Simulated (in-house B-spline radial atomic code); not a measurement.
Eu⁺. Computed with a B-spline radial atomic code. Model: non-relativistic spherical atom: semilocal Troullier-Martins pseudo-atom, one channel per l, against all electrons, high spin, G0W0 and RPA with empty states to l = 8, local potential for every l without a channel, a model core (radius 0 = none) keeps its share of the functional.

Without relativity these are model numbers for so heavy an element.

What the tables leave out is listed at the end.

The pseudopotential gives back the lowest level of each angular momentum of its own functional in the configuration it was made in; a second state of the same l is only approximately right. Exact exchange, RPA and GW see the smooth pseudo-orbitals and miss the exchange with the core, for which the functional's share stands in. The column with an uncorrelated core keeps all orbitals and exact exchange, and so separates missing core correlation from pseudisation. Only the three outermost levels and the lowest empty one were computed. RPA here is direct RPA, with no exchange kernel, and its energies carry an (l + 1/2)⁻⁴ tail. A hybrid on a potential with a model core restores only its own semilocal share of the core's exchange.

Command:
```bash
python run_psgw.py task.json out
```
Settings (lengths in bohr, energies in hartree):
```
Z                      63
electrons              62
configuration          [Xe] 4f7 6s1
generated_in           [Xe] 4f7 6s2
functional             pbe,pbe
core_shells            8
radius_factor          1
core_correction        True
ion_configuration      [Xe] 4f7
```

Run time, properties included: 120 s on 1 thread of Arm Neoverse N1 (shared host).

Given: made with PBE; model core radius 0.397 bohr; local radius 0.784 bohr; mean-field start PBE.

Valence shells of the generating configuration: 4d, 5s, 5p, 4f, 6s.

Channel: s 1.324, p 1.436, d 0.572, f 1.982 (radii in bohr).

Computed: largest level miss in the spin-unpolarised generating configuration 0.03 eV; valence RPA correlation energy all-electron orbitals -1.9099 hartree; valence RPA correlation energy pseudo -2.2602 hartree; all-electron RPA polarisability, core included 65.624 bohr³; pseudo-atom RPA polarisability 63.847 bohr³; ionisation by mean-field pseudo minus all 0.107 eV; ionisation by RPA pseudo minus all 0.249 eV.

```
level  occupied  mean-field all-electron (eV)  mean-field pseudo minus all (eV)  G0W0 all-electron (eV)  G0W0 uncorrelated core minus all (eV)  G0W0 pseudo minus all (eV)  exchange self-energy all-electron (eV)  exchange self-energy pseudo (eV)
6s up         1                       -8.3894                            -0.081                   -11.1                                 -0.004                       -0.27                                 -7.8958                           -7.9578
```

(1) What is the ionisation by mean-field all-electron?

(2) What is the ionisation by RPA all-electron?

Given: mean-field start PBE0.

Computed: valence RPA correlation energy pseudo -2.1618 hartree; all-electron RPA polarisability, core included 56.603 bohr³; pseudo-atom RPA polarisability 54.795 bohr³; ionisation by mean-field all-electron 10.65 eV; ionisation by mean-field pseudo minus all 0.142 eV; ionisation by RPA pseudo minus all 0.253 eV.

| level | occupied | mean-field all-electron (eV) | mean-field pseudo minus all (eV) | G0W0 all-electron (eV) | G0W0 uncorrelated core minus all (eV) | G0W0 pseudo minus all (eV) | exchange self-energy all-electron (eV) | exchange self-energy pseudo (eV) |
| --- | --- | --- | --- | --- | --- | --- | --- | --- |
| 6s up | 1 | -8.8799 | -0.118 | -11.053 | -0.003 | -0.258 | -7.7185 | -7.8012 |

(3) What is the ionisation by RPA all-electron?

(4) What is the valence RPA correlation energy all-electron orbitals?

## Answers

(1) 10.836 eV.

(2) 11.308 eV.

(3) 11.004 eV.

(4) -1.8112 hartree.

Among the listed levels the largest G0W0 shift of the pseudo-atom is -0.27 eV, for 6s up on the PBE start, while leaving the core uncorrelated moves that level by 0.00 eV. So pseudisation and the lost core exchange, not the missing core correlation, make the error. Not in the tables (levels of low weight, unsolved or above zero; the highest and the empty levels are kept at any weight): on PBE the G0W0 levels 4f up (pseudo minus all +2.44 eV, weights 0.75 and 0.23), 5p down (pseudo minus all +0.01 eV, weights 0.35 and 0.48); on PBE0 the G0W0 levels 4f up (pseudo minus all +2.23 eV, weights 0.54 and 0.71), 5p down (pseudo minus all -0.29 eV, weights 0.74 and 0.77), 5d up (pseudo minus all +0.31 eV, weights 0.50 and 0.44); no Hartree-Fock pseudo-atom is run with a model core.
